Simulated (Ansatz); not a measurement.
`C[S][AlH][CH2]F` and `C[S][AlH][Cl]` differ in one atom or group.

Ansatz, PBE0-D4/def2-TZVP geometries, multiplicity 1. Each molecule was computed in one conformer, which needn't be the lowest.

```json
{"property": "HOMO–LUMO gap (ωB97M-V/def2-TZVPP) / eV", "`C[S][AlH][CH2]F`": "9.96"}
{"property": "LUMO energy (ωB97M-V/def2-TZVPP) / eV", "`C[S][AlH][CH2]F`": "0.57"}
{"property": "LUMO energy (PBE/def2-TZVPP) / eV", "`C[S][AlH][CH2]F`": "-1.78"}
{"property": "size of the dipole moment (PBE/def2-TZVPP) / D", "`C[S][AlH][CH2]F`": "0.94"}
{"property": "LUMO energy (B3LYP/def2-TZVPP) / eV", "`C[S][AlH][CH2]F`": "-1.24"}
{"property": "LUMO energy (PBE0/def2-TZVPP) / eV", "`C[S][AlH][CH2]F`": "-1.04"}
```

(1) What does the change do to each property? (An estimate is asked.)

Results:

(1) The calculation gave: 
```
                                      property  `C[S][AlH][Cl]`  shift
       HOMO–LUMO gap (ωB97M-V/def2-TZVPP) / eV            10.11   0.15
         LUMO energy (ωB97M-V/def2-TZVPP) / eV             0.53  -0.04
             LUMO energy (PBE/def2-TZVPP) / eV            -1.85  -0.07
size of the dipole moment (PBE/def2-TZVPP) / D             2.45   1.51
           LUMO energy (B3LYP/def2-TZVPP) / eV            -1.29  -0.05
            LUMO energy (PBE0/def2-TZVPP) / eV            -1.11  -0.07
```

With PBE0 the HOMO falls by 0.19 eV and the LUMO falls by 0.07 eV, so the gap widens by about 0.12 eV. PBE moves the HOMO by -0.18 eV and ωB97M-V by -0.18 eV. Dipoles are sizes alone; their direction can turn.

B3LYP here is the variant with VWN-RPA as its local correlation; programs differ in this.
